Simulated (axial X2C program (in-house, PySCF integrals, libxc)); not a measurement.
**NbO: from Re and ωe to a spectrum**

A bond curve at the PBE0 level, 2c, was computed with an in-house relativistic program for diatomic molecules (basis Nb dyall-cv3z [11s12p9d5f3g], O dyall-av3z [7s6p3d2f] (cores contracted in-house)) for the state Ω = 3/2 (⟨Sz⟩ = 1.50, ⟨Lz⟩ = 0.00 at PBE0). Its fit gives Re = 1.6681 Å, ωe = 1033.3 cm⁻¹, ωexe = 3.58 cm⁻¹ and αe = 2.010e-03 cm⁻¹; the masses are 92.9064 and 15.9949 u. Two-component means X2C with spin–orbit coupling and atomic mean-field Coulomb and Gaunt terms.

Task: Find the reduced mass, Be and the force constant.

Result: From the PBE0 values: μ = 13.6456 u. Be = 16.8576/(μ Re²) = 0.444 cm⁻¹. k = 5.8918×10⁻⁷ μ ωe² = 8.58 mdyn/Å.

Task: Estimate the centrifugal constant by the Kratzer relation.

Result: D = 4Be³/ωe² = 3.28e-07 cm⁻¹.

Task: Where do the fundamental and the first overtone lie?

Result: ν(1←0) = ωe − 2ωexe = 1026.1 cm⁻¹; ν(2←0) = 2ωe − 6ωexe = 2045.1 cm⁻¹.

Task: The dipole moment p changes by 7.85 D/Å at Re. What harmonic infrared intensity follows?

Result: I = 42.256 × (dp/dR)²/μ = 190 km/mol.

Task: A Morse curve ties αe to the other constants (Pekeris). How well does that hold?

Result: αe(Morse) = 6Be²/ωe × (√(ωexe/Be) − 1) = 2.106e-03 cm⁻¹; the PBE0 curve gives 2.010e-03 cm⁻¹, a ratio of 1.05.

The state is a single determinant with fixed occupations, the lowest that a limited PBE0 search found. Density functionals use the spin component along the axis (collinear). With several unpaired electrons one determinant need not be a pure state. This is the top spin component of a Σ state; components of lower Ω are not single determinants and can lie lower.
